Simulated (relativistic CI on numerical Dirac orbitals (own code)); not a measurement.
Rh⁷⁺: L-alpha,beta X-ray emission

Computed with this model: Dirac-Coulomb-Breit CI, KLI orbitals optimised for each configuration, model QED (radiative potential, 1s self-energy scaled to tabulated hydrogen-like ionisation energies), valence Slater integrals scaled by 0.8, multiplet model of X-ray emission after core ionisation; configurations [Kr] 4d2 → [He] 2s2 2p5 3s2 3p6 3d10 4s2 4p6 4d2 → [Ar] 3d9 4s2 4p6 4d2; 300 K; Lorentzian 2 eV and Gaussian 0.6 eV FWHM. Energies are those of the free ion, without screening or charge transfer. S is read from ⟨S²⟩ = S(S + 1).

free ion: ground-state S = 0.98, centroid 2747.45 eV. Peaks (eV, height): 2696.4 (15), 2700.8 (100), 2838.8 (47).

Strongest unbroadened transitions for free ion:

| Energy (eV) | Relative strength |
| --- | --- |
| 2696.11 | 9.8 |
| 2700.38 | 27.4 |
| 2700.44 | 9.0 |
| 2700.73 | 100.0 |
| 2700.81 | 16.0 |
| 2700.85 | 24.5 |
| 2700.91 | 8.5 |
| 2700.94 | 15.2 |
| 2701.04 | 23.4 |
| 2701.08 | 18.4 |
| 2701.24 | 20.1 |
| 2838.02 | 8.3 |
| 2838.07 | 6.2 |
| 2838.49 | 21.8 |
| 2838.79 | 68.0 |
| 2839.41 | 13.9 |
| 2839.88 | 14.3 |
| 2840.77 | 7.3 |
